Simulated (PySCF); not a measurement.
## Circular dichroism: `C[C@H]1C[Si@H]([AsH][SiH3])O1`, C3H11AsOSi2

Molfile (atoms numbered from 1):
```
C3H11AsOSi2
     RDKit          3D

 18 18  0  0  0  0  0  0  0  0999 V2000
   -2.7111   -0.3874   -0.7059 C   0  0  0  0  0  0  0  0  0  0  0  0
   -1.5589    0.5709   -0.4890 C   0  0  1  0  0  0  0  0  0  0  0  0
   -1.3401    0.9675    0.9709 C   0  0  0  0  0  0  0  0  0  0  0  0
    0.2857   -0.0138    0.7745 Si  0  0  2  0  0  4  0  0  0  0  0  0
    2.2979    1.1016    0.6853 As  0  0  0  0  0  3  0  0  0  0  0  0
    3.4001   -0.6157   -0.4313 Si  0  0  0  0  0  4  0  0  0  0  0  0
   -0.3115   -0.0704   -0.7736 O   0  0  0  0  0  0  0  0  0  0  0  0
   -2.7121   -0.7456   -1.7327 H   0  0  0  0  0  0  0  0  0  0  0  0
   -2.6035   -1.2403   -0.0400 H   0  0  0  0  0  0  0  0  0  0  0  0
   -3.6548    0.1121   -0.5012 H   0  0  0  0  0  0  0  0  0  0  0  0
   -1.6505    1.4292   -1.1633 H   0  0  0  0  0  0  0  0  0  0  0  0
   -2.1029    0.5832    1.6396 H   0  0  0  0  0  0  0  0  0  0  0  0
   -1.2535    2.0418    1.1102 H   0  0  0  0  0  0  0  0  0  0  0  0
    0.1738   -1.3363    1.4245 H   0  0  0  0  0  0  0  0  0  0  0  0
    2.7102    0.5965    2.0450 H   0  0  0  0  0  0  0  0  0  0  0  0
    3.3259   -1.9063    0.2687 H   0  0  0  0  0  0  0  0  0  0  0  0
    4.8291   -0.2837   -0.5599 H   0  0  0  0  0  0  0  0  0  0  0  0
    2.8675   -0.7970   -1.7828 H   0  0  0  0  0  0  0  0  0  0  0  0
  1  2  1  0
  2  3  1  0
  3  4  1  0
  4  5  1  0
  5  6  1  0
  4  7  1  0
  7  2  1  0
  1  8  1  0
  1  9  1  0
  1 10  1  0
  2 11  1  6
  3 12  1  0
  3 13  1  0
  4 14  1  1
  5 15  1  0
  6 16  1  0
  6 17  1  0
  6 18  1  0
M  END
```

Level of theory: TDDFT BHandHLYP/def2-SVPD circular dichroism and optical rotation, one conformer, gas phase (PySCF 2.14.0). Geometry: GFN2-xTB.

The molecule is flexible and this is one conformer; a measurement averages over conformers. The calculation is non-relativistic, which matters for the atoms heavier than Zn.

Question: Assign R or S to each stereocentre.

Answer: C2 S, Si4 S.

Question: Which excitations and rotatory strengths does the calculation give?

Answer: Rotatory strengths R in 10⁻⁴⁰ esu² cm², velocity form and length form (origin at the centre of mass); f in length form.
```
state  E (eV)  λ (nm)      f  R (velocity)  R (length)                                    main
    1    5.89     210  0.013          +2.3        +2.0                          HOMO→LUMO 0.91
    2    6.46     192  0.002         -22.2       -21.7      HOMO→LUMO+1 0.59, HOMO−1→LUMO 0.24
    3    6.53     190  0.105        +119.8      +116.7      HOMO−1→LUMO 0.46, HOMO→LUMO+2 0.21
    4    6.77     183  0.075         +94.4       +94.7      HOMO−2→LUMO 0.48, HOMO→LUMO+3 0.38
    5    6.90     180  0.091         -59.2       -57.5      HOMO→LUMO+3 0.40, HOMO−2→LUMO 0.30
    6    6.92     179  0.286        -122.7      -122.7      HOMO→LUMO+2 0.54, HOMO−1→LUMO 0.15
    7    7.16     173  0.015         -22.1       -21.8  HOMO−1→LUMO+1 0.69, HOMO−1→LUMO+3 0.09
    8    7.39     168  0.011          +0.5        +0.2      HOMO→LUMO+4 0.43, HOMO→LUMO+5 0.25
    9    7.56     164  0.098         +22.7       +22.5                      HOMO−1→LUMO+2 0.68
   10    7.58     163  0.080         -28.6       -28.6                      HOMO−1→LUMO+3 0.82
   11    7.64     162  0.013         -32.4       -31.9  HOMO−2→LUMO+1 0.62, HOMO−2→LUMO+3 0.10
   12    7.78     159  0.003          +9.5       +11.6                        HOMO−3→LUMO 0.85
   13    8.04     154  0.015         -22.4       -20.1    HOMO−2→LUMO+3 0.31, HOMO→LUMO+6 0.12
   14    8.11     153  0.090         +77.6       +76.4  HOMO−1→LUMO+4 0.32, HOMO−2→LUMO+3 0.19
   15    8.17     152  0.036         -23.8       -23.5  HOMO−2→LUMO+3 0.20, HOMO−2→LUMO+2 0.18
   16    8.19     151  0.084         -19.4       -20.9    HOMO−2→LUMO+2 0.32, HOMO→LUMO+6 0.27
```

Among the states computed, the strongest CD band (largest |R|) is state 6. The largest dissymmetry factor in size, g = 4R/(D+G), with D and G the electric and magnetic dipole strengths, is -0.084 for state 2 (velocity form, f = 0.003), among bands with |R| over 0.5. The mirror image has the same energies and oscillator strengths and all R with the opposite sign.
